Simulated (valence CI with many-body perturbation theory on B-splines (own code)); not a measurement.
**E1 transitions of Cl XI**

Method: relativistic CI+MBPT: five valence electrons over a frozen Dirac-Fock core [He], radial functions for each j: 11 s, 11 p, 10 d, 8 f, 5 g, 2 h, with the one-electron correlation potential Σ1 (screened to all orders), the two-electron term Σ2, the three-electron term Σ3, Breit, model QED; selected single and double excitations, second order for the rest, scaled by the run's own slope (own B-spline code, finite nucleus).

No measured spectrum was set against this ion. As an estimate, levels of excited configurations hold to 0.05 to 0.15 % of their energy, terms of the ground configuration to about 0.5 %. Among the levels kept, up to 4800 cm⁻¹ of a level comes from second order outside the variational space, and about a tenth of that is noise between levels of different J, which matters for small intervals.

Lines 201 to 250 of 596 in falling wavelength, among levels below 404.27 eV, chosen from the strongest by gf and those to the six lowest levels. Wavelengths and rates use the calculated energies, so an error of 400 cm⁻¹ moves a line at 63.08 nm by 0.25 % and its rate by three times that or more. Electric multipoles are in the length gauge, E1 and E2 with the static RPA response of the core. Weak lines are less certain than strong ones. Lines between different terms over intervals too small for the method are left out, as are lines whose strength nearly cancels. Where a level lies close to another of its J and parity, the split of strength between their lines is uncertain. The highest levels of a list are the least certain.

Names give the largest LS component (configuration and term), which can be under half, so a name can repeat, a term be missing and a line seem to break the LS rules; names also repeat where a configuration has a term twice. Letters in brackets count levels of one name in rising energy.

```
λ vac (nm)                   Upper                   Lower   A (s⁻¹)  S (a.u.) with core polarisation  S without
     63.08    2s 2p3 3p 4P_1/2 [b]       2s 2p3 3s 4D°_1/2  1.39e+09                         3.45e-01   3.45e-01
     63.01    2s 2p3 3p 4P_5/2 [b]       2s 2p3 3s 4D°_5/2  5.06e+08                         3.75e-01   3.75e-01
     62.97    2s 2p3 3p 4P_1/2 [b]       2s 2p3 3s 4D°_3/2  1.34e+09                         3.31e-01   3.32e-01
     62.59   2s2 2p2 3d 2D_5/2 [a]  2s2 2p2 3p 2P°_3/2 [a]  1.60e+09                         1.16e+00   1.16e+00
     62.00   2s2 2p2 3d 2F_5/2 [b]      2s2 2p2 3p 2F°_5/2  4.70e+08                         3.32e-01   3.31e-01
     61.50   2s2 2p2 3d 2P_3/2 [a]      2s2 2p2 3p 2S°_1/2  9.89e+08                         4.54e-01   4.54e-01
     61.09   2s 2p3 3d 4P°_5/2 [a]    2s 2p3 3p 4D_7/2 [a]  3.84e+08                         2.59e-01   2.59e-01
     60.72  2s2 2p2 3p 2P°_3/2 [b]       2s2 2p2 3s 2D_3/2  8.24e+08                         3.64e-01   3.64e-01
     60.54  2s2 2p2 3p 2P°_3/2 [b]       2s2 2p2 3s 2D_5/2  1.45e+09                         6.37e-01   6.37e-01
     59.31   2s 2p3 3d 2P°_1/2 [a]    2s 2p3 3p 2P_1/2 [a]  1.28e+09                         2.64e-01   2.64e-01
     58.88   2s 2p3 3d 2P°_3/2 [a]    2s 2p3 3p 2P_3/2 [a]  1.11e+09                         4.47e-01   4.47e-01
     58.70    2s 2p3 3p 2P_1/2 [d]   2s 2p3 3s 2D°_3/2 [b]  1.74e+09                         3.46e-01   3.47e-01
     57.90    2s 2p3 3p 2P_3/2 [d]   2s 2p3 3s 2D°_5/2 [b]  1.18e+09                         4.53e-01   4.53e-01
     57.14   2s 2p3 3d 2F°_5/2 [a]    2s 2p3 3p 2F_5/2 [a]  9.06e+08                         5.01e-01   5.01e-01
     57.13   2s 2p3 3d 2F°_7/2 [a]    2s 2p3 3p 2F_7/2 [a]  1.05e+09                         7.70e-01   7.70e-01
     56.92   2s 2p3 3d 2D°_5/2 [a]    2s 2p3 3p 2P_3/2 [a]  9.33e+08                         5.10e-01   5.10e-01
     55.96   2s 2p3 3d 2D°_3/2 [a]    2s 2p3 3p 2P_1/2 [a]  1.11e+09                         3.85e-01   3.85e-01
     55.64   2s2 2p2 3d 2D_3/2 [a]  2s2 2p2 3p 2D°_3/2 [a]  5.18e+08                         1.76e-01   1.76e-01
     54.77   2s 2p3 3d 2P°_3/2 [b]    2s 2p3 3p 2P_3/2 [b]  1.37e+09                         4.45e-01   4.45e-01
     54.76   2s 2p3 3d 2P°_1/2 [b]    2s 2p3 3p 2P_1/2 [b]  1.30e+09                         2.11e-01   2.11e-01
     54.22    2s 2p3 3p 2P_3/2 [e]       2s 2p3 3s 2S°_1/2  8.64e+08                         2.72e-01   2.72e-01
     53.71  2s2 2p2 3p 2D°_5/2 [b]       2s2 2p2 3s 2P_3/2  1.37e+09                         6.29e-01   6.30e-01
     51.12  2s2 2p2 3p 2D°_3/2 [b]       2s2 2p2 3s 2P_1/2  1.30e+09                         3.43e-01   3.44e-01
     50.06   2s2 2p2 3d 2D_5/2 [b]  2s2 2p2 3p 2D°_5/2 [a]  5.13e+08                         1.91e-01   1.91e-01
     47.96  2s2 2p2 3p 2P°_3/2 [b]       2s2 2p2 3s 2P_3/2  1.36e+09                         2.96e-01   2.96e-01
     47.63   2s2 2p2 3d 2D_3/2 [b]  2s2 2p2 3p 2D°_3/2 [a]  7.19e+08                         1.53e-01   1.53e-01
     47.13    2s 2p3 3p 4P_5/2 [a]      2s2 2p2 3p 4S°_3/2  1.06e+09                         3.30e-01   3.30e-01
     47.00    2s 2p3 3p 4P_3/2 [a]      2s2 2p2 3p 4S°_3/2  1.11e+09                         2.28e-01   2.28e-01
     35.30    2s 2p3 3p 4P_5/2 [b]   2s 2p3 3s 4S°_3/2 [a]  1.36e+09                         1.77e-01   1.78e-01
     34.55    2s 2p3 3p 2D_3/2 [c]   2s 2p3 3s 2D°_3/2 [a]  1.86e+09                         1.51e-01   1.51e-01
     34.53    2s 2p3 3p 2D_5/2 [c]   2s 2p3 3s 2D°_5/2 [a]  1.86e+09                         2.27e-01   2.27e-01
     32.71    2s 2p3 3p 2F_7/2 [a]  2s2 2p2 3p 2D°_5/2 [b]  1.96e+09                         2.70e-01   2.71e-01
     32.58    2s 2p3 3p 2F_5/2 [a]  2s2 2p2 3p 2D°_3/2 [b]  1.77e+09                         1.81e-01   1.82e-01
     27.44   2s 2p3 3d 4F°_9/2 [a]       2s2 2p2 3d 4D_7/2  9.25e+08                         9.43e-02   9.49e-02
     27.01   2s 2p3 3d 4D°_7/2 [b]       2s2 2p2 3d 4P_5/2  1.32e+09                         1.03e-01   1.03e-01
     26.78   2s 2p3 3d 4F°_9/2 [a]       2s2 2p2 3d 4F_9/2  1.99e+09                         1.89e-01   1.89e-01
     26.67    2s 2p3 3p 4D_7/2 [a]      2s2 2p2 3p 4P°_5/2  2.32e+09                         1.74e-01   1.74e-01
     26.65    2s 2p3 3p 2F_7/2 [a]  2s2 2p2 3p 2D°_5/2 [a]  2.37e+09                         1.77e-01   1.78e-01
     26.48   2s 2p3 3d 4F°_7/2 [a]       2s2 2p2 3d 4F_7/2  2.05e+09                         1.51e-01   1.51e-01
     26.44    2s 2p3 3p 4D_5/2 [a]      2s2 2p2 3p 4P°_3/2  2.00e+09                         1.09e-01   1.10e-01
     26.35    2s 2p3 3p 4D_7/2 [a]      2s2 2p2 3p 4D°_7/2  1.34e+09                         9.67e-02   9.71e-02
     26.35   2s 2p3 3d 2F°_7/2 [a]   2s2 2p2 3d 2D_5/2 [a]  1.15e+09                         8.30e-02   8.36e-02
     26.34      2s 2p3 3d 4G°_11/2       2s2 2p2 3d 4F_9/2  1.09e+09                         1.18e-01   1.19e-01
     26.25   2s 2p3 3d 4F°_5/2 [a]       2s2 2p2 3d 4F_5/2  2.21e+09                         1.18e-01   1.19e-01
     26.09   2s 2p3 3d 4F°_3/2 [a]       2s2 2p2 3d 4F_3/2  2.85e+09                         9.99e-02   1.00e-01
     26.09       2s 2p3 3s 4D°_7/2       2s2 2p2 3s 4P_5/2  4.90e+09                         3.43e-01   3.45e-01
     26.06   2s 2p3 3d 4P°_5/2 [a]       2s2 2p2 3d 4P_5/2  2.49e+09                         1.30e-01   1.31e-01
     26.02   2s 2p3 3d 4D°_7/2 [b]       2s2 2p2 3d 4D_7/2  2.00e+09                         1.39e-01   1.39e-01
     25.94       2s 2p3 3d 4G°_9/2       2s2 2p2 3d 4F_7/2  9.50e+08                         8.18e-02   8.25e-02
     25.87        2s 2p3 3p 4F_9/2      2s2 2p2 3p 4D°_7/2  2.70e+09                         2.31e-01   2.32e-01
```
